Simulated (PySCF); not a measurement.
Isomers of C7H6O3, one GFN2-xTB conformer each. Single-point energies are computed at PBE0/pcSseg-1 (PySCF, gas phase, no added dispersion term), electronic only.

```json
{"SMILES": "O=C1CO[C@H]1c1ccco1", "GFN2-xTB relative energy (kJ/mol)": "153.8"}
{"SMILES": "O=C(O)[C@]12C=C[C@H](C=C1)O2", "GFN2-xTB relative energy (kJ/mol)": "195.5"}
{"SMILES": "O=C(O)c1cccc(O)c1", "GFN2-xTB relative energy (kJ/mol)": "0.0"}
{"SMILES": "COC1=CC(=O)C=CC1=O", "GFN2-xTB relative energy (kJ/mol)": "190.4"}
```

Conformers: `[O:1]=[C:2]1[CH2:3][O:4][C@H:5]1[c:6]1[cH:7][cH:8][cH:9][o:10]1` with O4–C5–C6–C7 44°; `[O:1]=[C:2]([OH:3])[C@:4]12[CH:5]=[CH:6][C@H:7]([CH:8]=[CH:9]1)[O:10]2` with O1–C2–O3–H 0°, O1–C2–C4–C5 60°; `[O:1]=[C:2]([OH:3])[c:4]1[cH:5][cH:6][cH:7][c:8]([OH:9])[cH:10]1` with O1–C2–O3–H 0°, O1–C2–C4–C5 180°, C7–C8–O9–H 180°; `[CH3:1][O:2][C:3]1=[CH:4][C:5](=[O:6])[CH:7]=[CH:8][C:9]1=[O:10]` with C1–O2–C3–C4 180°.

What does PBE0/pcSseg-1 give for the same structures?

```csv
SMILES,PBE0/pcSseg-1 E (Eh),PBE0/pcSseg-1 (kJ/mol),GFN2-xTB (kJ/mol),point group
O=C(O)c1cccc(O)c1,-495.44801,0.0,0.0,Cs
COC1=CC(=O)C=CC1=O,-495.36611,215.0,190.4,Cs
O=C1CO[C@H]1c1ccco1,-495.34511,270.2,153.8,C1
O=C(O)[C@]12C=C[C@H](C=C1)O2,-495.33918,285.7,195.5,–
```

Both levels put the same isomer lowest; measured from each level's own lowest isomer, the values differ by up to 116.4 kJ/mol (O=C1CO[C@H]1c1ccco1: 153.8 against 270.2). As drawn, the lowest has an aromatic ring, which the highest lacks; the highest has a C=C bond outside aromatic rings, which the lowest lacks.

Which frontier levels, dipoles and rotational constants go with these structures?

```
                      SMILES  HOMO (eV, PBE0/pcSseg-1)  LUMO (eV)  dipole (D)       A, B, C (MHz)
           O=C(O)c1cccc(O)c1                     -6.93      -1.51        0.80  2720, 952.3, 705.3
          COC1=CC(=O)C=CC1=O                     -7.42      -3.61        2.51   2663, 1045, 753.9
         O=C1CO[C@H]1c1ccco1                     -6.72      -1.16        1.17  3052, 908.6, 855.1
O=C(O)[C@]12C=C[C@H](C=C1)O2                     -6.80      -1.02        1.52    2876, 1169, 1153
```
